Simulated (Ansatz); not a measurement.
`[Cl][SnH2][GeH3]` + H₂O → `[OH][SnH2][Cl]` + GeH₄ at 500 K and 1 bar (formal hydrolysis of the Sn–Ge bond).

Isolated molecules relaxed with PBE0-D4/def2-TZVP in Ansatz; ΔE leaves out vibrations. CCSD(T)/CBS adds triple-zeta CCSD(T) − MP2 to the extrapolated MP2 energy (def2 sets, frozen cores). This one scheme is used for every species. Elements past krypton have def2 core potentials. For Ge, Sn outer-core shells are correlated without core-valence functions, which leaves a few kJ/mol of doubt a bond. Scalar relativity is left out up to krypton. One conformer a species, not always the lowest.

| species | CCSD(T)/CBS energy (Eh) | H − E (kJ/mol) | S (J/(mol·K)) |
| --- | --- | --- | --- |
| `[Cl][SnH2][GeH3]` | -2752.95817 | 143.8 | 424.6 |
| H₂O | -76.37941 | 73.2 | 206.3 |
| `[OH][SnH2][Cl]` | -750.83217 | 108.4 | 367.0 |
| GeH₄ | -2078.49493 | 99.4 | 244.6 |

H − E and S are ideal-gas, rigid-rotor, harmonic terms from PBE0-D4/def2-TZVP, for one conformer and one mirror image of each species. 1 Eh = 2625.50 kJ/mol, R = 8.31446 J/(mol·K).

Question: By hand: ΔE, ΔH, ΔS and ΔG.

Answer: ΔE = (-750.83217) + (-2078.49493) − (-2752.95817) − (-76.37941) = 0.01048 Eh = 27.5 kJ/mol. Δ(H − E) = 108.4 + 99.4 − 143.8 − 73.2 = -9.2, so ΔH = 18.3 kJ/mol. ΔS = 367.0 + 244.6 − 424.6 − 206.3 = -19.3 J/(mol·K). ΔG = 18.3 − 500 × (-19.3)/1000 = 28.0 kJ/mol.

Question: By hand: the equilibrium constant, and the temperature at which ΔG would vanish if ΔH and ΔS stayed fixed.

Answer: log₁₀ K = −ΔG/(RT ln 10) = -2.9. ΔH and −TΔS have one sign here, so there is no such temperature.

TΔS isn't small against ΔH here. A doubt of 5 kJ/mol in ΔE shifts log₁₀ K by 0.5 here. Other conformers and mirror images would add mixing entropy, several J/(mol·K) or more a flexible species. These are equilibria of isolated gas molecules and say nothing of rates. Largest T1 diagnostic: 0.013 (customary marks: 0.02 for closed shells, 0.045 for open ones).
